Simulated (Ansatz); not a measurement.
# Abstraction of F: C2HF + SiH(SiH3)F → C2H + SiH(SiH3)F2

Species: C2HF (fluoroacetylene) `C#CF`, singlet; SiH(SiH3)F, doublet; C2H `[C]#C`, doublet; SiH(SiH3)F2, singlet. A radical takes F: the energy is the difference in strength between the C–F bond broken and the Si–F bond made.

Shapes, held fixed at every level: PBE0-D4/def2-TZVP. Programs: Ansatz 0.2.0. The zero-point and thermal change to 298 K, harmonic and unscaled (PBE0-D4/def2-TZVP), is -2.4 kJ/mol.

```tsv
level	kind	ΔH(298 K) (kJ/mol)	CPU time (sum over the molecules)
HF/def2-TZVPP	Hartree–Fock	-158.5	–
PBE-D4/def2-TZVPP	GGA	-54.7	20 s
r2SCAN-D4/def2-TZVPP	meta-GGA	-89.9	35 s
BHLYP-D4/def2-TZVPP	global hybrid	-99.5	25 s
PBE0-D4/def2-TZVPP	global hybrid	-69.7	30 s
wB97X-V/def2-TZVPP	range-separated hybrid	-83.7	60 s
B2PLYP/def2-TZVPP	double hybrid	-91.3	37 s
```

B2PLYP/def2-TZVPP gives ΔH(298 K) = -91.3 kJ/mol; the levels span -158.5 to -54.7. The median of the levels is -89.9. No measured value is set beside it here. Spin contamination: C2H (⟨S²⟩ up to 1.11). Open shells run unrestricted. Times are processor times on shared x86 and Arm servers, and rough.
